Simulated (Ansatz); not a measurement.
Calculation: frozen-core CCSD(T)/cc-pVTZ // PBE0-D4/def2-TZVP run with Ansatz (a program for electronic structure).

Ansatz 0.2 input:
```yaml
crystal:
  periodic: [false, false, false]
  atoms:
    - { symbol: B, position_ang: [0.570955, 0.000726, 0.0269] }
    - { symbol: N, position_ang: [-0.660806, -0.000908, -0.017413] }
    - { symbol: H, position_ang: [1.741478, 0.002065, 0.069654] }
    - { symbol: H, position_ang: [-1.651627, -0.001883, -0.054083] }
basis:
  gaussian: { orbitals: cc-pVTZ }
correlation:
  method: ccsd_t
```

Output:

```
Functional definition: HF
514 factors; integrals over basis functions are off by at most 1.3e-3 eV
mean field evaluation 1: about -2182.5305 eV, gradient 3.9e1 eV
mean field evaluation 2: about -2182.5322 eV, gradient 3.9e1 eV
mean field evaluation 4: about -2185.7571 eV, gradient 2.7e0 eV
mean field evaluation 8: about -2185.7856 eV, gradient 4.9e-5 eV
mean field evaluation 16: about -2185.7833 eV, gradient 1.1e-1 eV
mean field -2185.78560969 eV, -80.3261395774 hartree, gradient 1.9e-6 eV, S^2 0.000000; 0 other end points of the search recorded, 0 dependent functions left out
2 core orbitals not correlated
reference -2185.78560969 eV, -80.3261395774 hartree; 5, 5 occupied and 81, 81 virtual orbitals, 514 factors
second order -8.28098991 eV of doubles, -0.00000000 eV of singles
cycle   1  -8.28181078 eV  change   -8.2e-4 eV  update   7.5e-2
cycle   2  -8.51976624 eV  change   -2.4e-1 eV  update   2.3e-2
cycle   3  -8.58739226 eV  change   -6.8e-2 eV  update   1.3e-2
cycle   4  -8.57916880 eV  change    8.2e-3 eV  update   2.8e-3
cycle   5  -8.58045312 eV  change   -1.3e-3 eV  update   1.2e-3
cycle   6  -8.58060356 eV  change   -1.5e-4 eV  update   1.8e-4
cycle   7  -8.58057419 eV  change    2.9e-5 eV  update   4.3e-5
cycle   8  -8.58058918 eV  change   -1.5e-5 eV  update   1.2e-5
cycle   9  -8.58058500 eV  change    4.2e-6 eV  update   3.0e-6
perturbative correction -0.39150126 eV, -0.0143874059 hartree
Total energy: -2194.75769595 eV, -80.6558576660 hartree
```

Cost: roughly 1.3 core-seconds.
